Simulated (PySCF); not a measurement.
How the method moves the HOMO and LUMO of `C[SiH2]OC[SiH3]`

Species: C2H10OSi2.
Numbering: `[CH3:1][SiH2:2][O:3][CH2:4][SiH3:5]` (hydrogens: H6, H7, H8 on C1; H9, H10 on Si2; H11, H12 on C4; H13, H14, H15 on Si5)

Cartesian coordinates in Å at the PBE0-D3(BJ)/def2-SVP level; atoms count from 1:
```
atom  x, y, z in Å
C1    -2.629   -0.933   -0.055
Si2   -1.483    0.525    0.107
O3     0.079   -0.058   -0.034
C4     1.222    0.760    0.071
Si5    2.761   -0.331   -0.124
H6    -3.679   -0.614    0.028
H7    -2.428   -1.672    0.736
H8    -2.492   -1.426   -1.030
H9    -1.643    1.204    1.434
H10   -1.737    1.545   -0.962
H11    1.262    1.283    1.048
H12    1.231    1.553   -0.704
H13    2.785   -1.372    0.947
H14    3.989    0.517   -0.012
H15    2.747   -0.999   -1.459
```

Basis pcSseg-1 throughout (PySCF), one geometry. One conformer (not necessarily the lowest) at the PBE0-D3(BJ)/def2-SVP geometry, without solvent, vibrations or thermal averaging.

How do the orbital energies, the gap and the dipole change with the method?

| method | kind | HOMO (eV) | LUMO (eV) | gap (eV) | μ (D) | SCF cycles |
| --- | --- | --- | --- | --- | --- | --- |
| BLYP | GGA | -6.44 | -0.08 | 6.36 | 0.82 | 13 |
| OPBE | GGA | -6.52 | 0.02 | 6.55 | 0.87 | 14 |
| PBE | GGA | -6.54 | -0.24 | 6.30 | 0.84 | 14 |
| B97-D | GGA | -6.59 | -0.05 | 6.54 | 0.84 | 14 |
| LDA | LDA | -6.62 | -0.52 | 6.10 | 0.87 | 13 |
| KT2 | GGA | -6.66 | -0.42 | 6.24 | 0.82 | 14 |
| BP86 | GGA | -6.66 | -0.29 | 6.37 | 0.84 | 13 |
| KT3 | GGA | -6.69 | -0.23 | 6.46 | 0.83 | 14 |
| B97-2 | global hybrid | -7.82 | 0.68 | 8.49 | 0.88 | 12 |
| B3LYP | global hybrid | -7.83 | 0.43 | 8.27 | 0.86 | 13 |
| PBE0 | global hybrid | -8.07 | 0.64 | 8.71 | 0.88 | 12 |
| mPW1PW91 | global hybrid | -8.11 | 0.68 | 8.79 | 0.88 | 12 |
| BHandHLYP | global hybrid | -9.46 | 1.53 | 10.98 | 0.90 | 12 |
| CAM-B3LYP | range-separated hybrid | -9.48 | 1.65 | 11.14 | 0.87 | 12 |
| wB97X-D | range-separated hybrid | -9.98 | 2.42 | 12.41 | 0.87 | 13 |
| LC-wPBE | range-separated hybrid | -10.82 | 2.87 | 13.69 | 0.88 | 13 |
| HF | Hartree–Fock | -11.56 | 3.78 | 15.33 | 0.96 | 10 |

The HOMO spans 5.12 eV, from BLYP down to HF, and the gap runs from 6.10 eV (LDA) to 15.33 eV (HF). Over the methods BLYP (0 %), OPBE (0 %), PBE (0 %), B97-D (0 %), LDA (0 %), KT2 (0 %), BP86 (0 %), KT3 (0 %), B97-2 (21 %), B3LYP (20 %), PBE0 (25 %), mPW1PW91 (25 %), BHandHLYP (50 %), HF (100 %), a straight line through the gap against the share of exact exchange rises by 0.90 eV for each 10 % (correlation coefficient 0.999). The dipole ranges from 0.82 D (KT2) to 0.96 D (HF). This basis has no diffuse functions.
